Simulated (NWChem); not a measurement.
System: MnHOBr, sextet; SMILES [OH][Mn][Br]

The following NWChem deck was run.

```
start job
memory heap 200 mb stack 900 mb global 1100 mb
geometry units angstroms noautoz
  Mn    -0.029627     0.919423     0.020655
  Br     0.055242    -1.422158    -0.029678
  O     -0.191207     2.699562     0.095312
  H      0.334392     3.477008    -0.094441
end
basis spherical
  Mn library def2-svp
  Br library def2-svp
  O library def2-svp
  H library def2-svp
end
dft
  odft
  mult 6
  xc b3lyp
  iterations 150
  mulliken
end
task dft energy
```

All runs use the structure optimised with PBE0/def2-SVP, spin-unrestricted. This spin state was assumed; another may lie lower. No stability test was run on the SCF state.

**Question.** What results follow from this input? (B3LYP/def2-SVP, spin-unrestricted.) Quantities: energy (Ha); highest occupied level (eV); lowest empty minus highest occupied level, either spin (eV); dipole (D); <S²>.

**Answer.** 
- energy (Ha): -3800.61
- highest occupied level (eV): -6.92
- lowest empty minus highest occupied level, either spin (eV): 4.10
- dipole (D): 2.86
- <S²>: 8.76
